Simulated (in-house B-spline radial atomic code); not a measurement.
# In III (In2+): [Ar] 3d9 4s2 4p6 4d10 5s1 5p1 (an excited or competing configuration)

Method: Dirac-Hartree-Fock, average of configuration, Fermi nucleus of rms radius 4.6156 fm. Calculated with an all-electron radial atomic-structure program (B-spline basis).

Z_r = [3n² - l(l+1)]/(2<r>); Z_e = n√(-2ε); the last column is Slater's effective charge. Values are occupation-weighted means over j. An effective charge above Z reflects the relativistic contraction of the inner shells.

```
shell  electrons   ε (eV)  <r> (bohr)    Z_r    Z_e  Slater
   1s          2   -28164     0.02971  50.49  45.50   48.70
   2s          2  -4359.4      0.1279  46.92  35.80   44.85
   2p          6    -3916       0.112  44.65  33.93   44.85
   3s          2   -902.6      0.3443  39.21  24.43   37.75
   3p          6  -752.57      0.3426  36.49  22.31   37.75
   3d          9  -523.37      0.3224  32.57  18.61   28.20
   4s          2  -175.02      0.8355  28.72  14.35   22.10
   4p          6  -127.07      0.9003  25.55  12.22   22.10
   4d         10  -54.662       1.083  19.39   8.02   10.85
   5s          1  -30.368       2.284  16.42   7.47    6.35
   5p          1  -21.689       2.746  13.29   6.31    6.35
```

The least bound orbital is 5p3/2 at -21.49 eV, and it is also the most diffuse (<r> = 2.77 bohr). The part-filled 3d shell lies below the filled 4d shell in orbital energy.

Spin-orbit splittings of the orbital energies (j = l + 1/2 above j = l - 1/2 when positive): 2p 211.9 eV, 3p 40.08 eV, 3d 8.142 eV, 4p 7.401 eV, 4d 1.087 eV, 5p 0.5998 eV.

For the 1s electron the small component carries 3.23 % of the norm, the zero-frequency Breit interaction raises the level by 63.55 eV, self-energy by 35.78 eV, and vacuum polarisation lowers it by 4.636 eV.
